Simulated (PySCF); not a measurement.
Compound: C₂H₇NOSi.
SMILES with atom numbers: `[NH2:1][C:2](=[O:3])[CH2:4][SiH3:5]` (hydrogens: H6, H7 on N1; H8, H9 on C4; H10, H11, H12 on Si5)

Method: PySCF, PBE0-D3(BJ)/def2-SVP geometry optimisation, gas phase; density fitting, grid level 1; the optimiser is geomeTRIC in internal coordinates, started from a GFN2-xTB structure with every atom displaced at random (about 0.01 Å).

Step 0: E = -13586.8157 eV
```
atom  x, y, z in Å  |  force x, y, z in eV/Å
N1     -1.8072    0.1751    0.5343   -1.574   1.246   0.687
C2     -0.9638   -0.6735   -0.0480    0.898  -0.979  -0.684
O3     -1.3022   -1.3678   -0.9909    0.369   0.049   0.240
C4      0.4542   -0.6453    0.5336   -1.228   0.482   0.173
Si5     1.4813    0.6202   -0.4155    0.050  -0.100   1.258
H6     -1.5714    0.7977    1.2941    0.204  -0.115  -0.019
H7     -2.7546    0.2623    0.1659    0.378  -0.165   0.011
H8      0.8757   -1.6311    0.4096    0.333  -0.637  -0.080
H9      0.3892   -0.4093    1.6217    0.300  -0.034  -0.450
H10     1.5060    0.3084   -1.8176    0.028  -0.209  -1.063
H11     0.8969    1.9547   -0.1765   -0.113   0.365  -0.040
H12     2.8381    0.5814    0.1725    0.356   0.097  -0.033
```

Step 1: E = -13586.9196 eV
```
atom  x, y, z in Å  |  force x, y, z in eV/Å
N1     -1.8853    0.2119    0.5159    0.609  -0.286  -0.083
C2     -1.0093   -0.6740   -0.0495   -0.161   0.145   0.050
O3     -1.3333   -1.4319   -0.9382    0.026   0.012   0.030
C4      0.4041   -0.6112    0.4948    0.051  -0.191  -0.073
Si5     1.5348    0.6282   -0.3835   -0.040  -0.012  -0.146
H6     -1.6097    0.7732    1.3037   -0.112   0.134   0.120
H7     -2.8514    0.1615    0.2432   -0.276   0.051  -0.081
H8      0.8348   -1.6192    0.3643   -0.005   0.141   0.021
H9      0.4277   -0.3659    1.5666   -0.050  -0.017   0.109
H10     1.6120    0.3265   -1.8436   -0.018   0.023   0.021
H11     1.0075    2.0122   -0.1872   -0.006   0.031  -0.006
H12     2.9103    0.5613    0.1966   -0.019  -0.032   0.039
```

Step 2: E = -13586.9256 eV
```
atom  x, y, z in Å  |  force x, y, z in eV/Å
N1     -1.8613    0.2145    0.5235   -0.237  -0.142  -0.161
C2     -0.9985   -0.6810   -0.0378    0.193   0.196   0.140
O3     -1.3215   -1.4302   -0.9336   -0.102   0.003   0.014
C4      0.4131   -0.6257    0.5028    0.029  -0.074   0.069
Si5     1.5203    0.6259   -0.3879   -0.014   0.013  -0.031
H6     -1.6456    0.8037    1.3135    0.148  -0.061  -0.014
H7     -2.8199    0.1818    0.2014   -0.018   0.051  -0.007
H8      0.8511   -1.6252    0.3635    0.026   0.019  -0.001
H9      0.4349   -0.3898    1.5800   -0.013  -0.006  -0.012
H10     1.5830    0.3343   -1.8493   -0.017   0.004   0.005
H11     0.9888    2.0085   -0.1798    0.004   0.001  -0.008
H12     2.8979    0.5557    0.1869    0.001  -0.004   0.007
```

Step 3: E = -13586.9285 eV
```
atom  x, y, z in Å  |  force x, y, z in eV/Å
N1     -1.8606    0.2128    0.5130   -0.088   0.110   0.147
C2     -0.9913   -0.6826   -0.0313   -0.137   0.070  -0.077
O3     -1.3273   -1.4264   -0.9268    0.103  -0.160  -0.084
C4      0.4190   -0.6319    0.5114   -0.053   0.009   0.085
Si5     1.5123    0.6265   -0.3875    0.012   0.034   0.016
H6     -1.6264    0.7912    1.3069    0.002  -0.008  -0.040
H7     -2.8188    0.2053    0.1800    0.148  -0.009   0.031
H8      0.8632   -1.6265    0.3693    0.014  -0.033  -0.014
H9      0.4382   -0.3986    1.5901    0.001   0.000  -0.047
H10     1.5646    0.3372   -1.8489   -0.015  -0.007  -0.003
H11     0.9774    2.0079   -0.1761    0.006  -0.013  -0.005
H12     2.8920    0.5578    0.1830    0.006   0.006  -0.010
```

Question: Estimate the geometry and energy of step 4. (The exact step hangs on the optimiser's Hessian estimate; all steps are aligned on step 3, rigid shifts and turns removed.)

Answer: E = -13586.9293 eV, largest force 0.109 eV/Å
```
atom  x, y, z in Å  |  force x, y, z in eV/Å
N1     -1.8539    0.2162    0.5095   -0.006  -0.036   0.000
C2     -0.9946   -0.6864   -0.0396    0.058  -0.080  -0.045
O3     -1.3111   -1.4448   -0.9314   -0.089   0.061   0.020
C4      0.4118   -0.6342    0.5125    0.034   0.018   0.049
Si5     1.5038    0.6281   -0.3840    0.017   0.004   0.021
H6     -1.5886    0.7844    1.3001   -0.073   0.036  -0.030
H7     -2.8135    0.2278    0.1874    0.048   0.003   0.017
H8      0.8599   -1.6281    0.3722    0.003  -0.009  -0.008
H9      0.4251   -0.3997    1.5899    0.010   0.002  -0.006
H10     1.5546    0.3374   -1.8452   -0.009  -0.004  -0.005
H11     0.9649    2.0076   -0.1745    0.002  -0.002   0.000
H12     2.8839    0.5644    0.1861    0.005   0.007  -0.013
```

The energy changes by -0.0009 eV. The first-order estimate −F·Δx gives -0.0068 eV and the mean of the old and new forces, exact on a quadratic surface, -0.0008 eV. The step makes an angle of 73° with the force vector and moves no atom by more than 0.039 Å.

What follows is the cost of the whole optimisation. The run took 52 s wall on one thread, Arm Neoverse V1 (aarch64), on a shared host, and the process peaked at 0.45 GiB of memory.
